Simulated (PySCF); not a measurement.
## `BC[C@@H]1C=C[C@H]1C#C`, C7H9B

Geometry:
```csv
atom,x (Å),y (Å),z (Å)
B1,-2.041,1.296,0.820
C2,-1.688,-0.111,0.223
C3,-0.298,-0.260,-0.387
C4,0.171,-1.663,-0.687
C5,1.191,-1.622,0.162
C6,0.897,-0.210,0.625
C7,1.919,0.769,0.357
C8,2.779,1.564,0.107
H9,-3.068,1.437,1.363
H10,-1.303,2.197,0.722
H11,-1.822,-0.887,0.985
H12,-2.431,-0.356,-0.546
H13,-0.170,0.435,-1.220
H14,-0.221,-2.411,-1.352
H15,1.976,-2.301,0.441
H16,0.574,-0.135,1.667
H17,3.527,2.271,-0.097
```

Method used: GIAO B97-2/pcSseg-1 magnetisability, rotational g tensor and spin-rotation constants, non-relativistic, gas phase in PySCF 2.14.0. Geometry: GFN2-xTB.

Q: Give the nuclear spin-rotation constants along the inertial axes (H = +C I·J) beside the isotropic shieldings.

A: Rotational constants 2.9179, 1.7186, 1.1875 GHz. A star marks the isotopologue with that one atom substituted, in its own axes.
| atom | isotope | Caa (kHz) | Cbb (kHz) | Ccc (kHz) | mean (kHz) | σ (ppm) |
| --- | --- | --- | --- | --- | --- | --- |
| B1 | 11B | 1.351 | 0.782 | 0.227 | 0.787 | 14.1 |
| H9 | 1H | 0.218 | -0.114 | -0.084 | 0.007 | 23.9 |
| H10 | 1H | 0.058 | 0.014 | -0.104 | -0.011 | 23.8 |
| H11 | 1H | -0.323 | -0.114 | -0.021 | -0.153 | 30.2 |
| H12 | 1H | -0.152 | -0.133 | -0.074 | -0.120 | 29.9 |
| H13 | 1H | -0.311 | -0.143 | 0.032 | -0.141 | 28.7 |
| H14 | 1H | -0.220 | 0.069 | -0.087 | -0.079 | 25.3 |
| H15 | 1H | -0.076 | -0.022 | -0.088 | -0.062 | 25.6 |
| H16 | 1H | -0.291 | -0.163 | 0.020 | -0.144 | 29.1 |
| H17 | 1H | -0.081 | -0.135 | -0.122 | -0.112 | 30.0 |
| C2 | 13C* | 0.570 | 0.322 | 0.172 | 0.354 | 146.6 |
| C3 | 13C* | 0.575 | 0.349 | 0.227 | 0.383 | 132.9 |
| C4 | 13C* | 0.789 | 0.886 | 0.293 | 0.656 | 35.6 |
| C5 | 13C* | 0.767 | 0.851 | 0.274 | 0.630 | 45.2 |
| C6 | 13C* | 0.487 | 0.346 | 0.196 | 0.343 | 145.2 |
| C7 | 13C* | 0.368 | 0.479 | 0.396 | 0.415 | 100.4 |
| C8 | 13C* | 0.456 | 0.421 | 0.334 | 0.404 | 111.2 |

For the geometry as given, no vibrational averaging.

Q: How do the rotational constants and the g tensor change when H9, H10, H11, H12, H13, H14, H15, H16, H17 are replaced by deuterium?

A: Constants 2.4355, 1.4774, 1.0287 GHz; g -0.0248, -0.0185, -0.0072, against -0.0299, -0.0214, -0.0083 before.
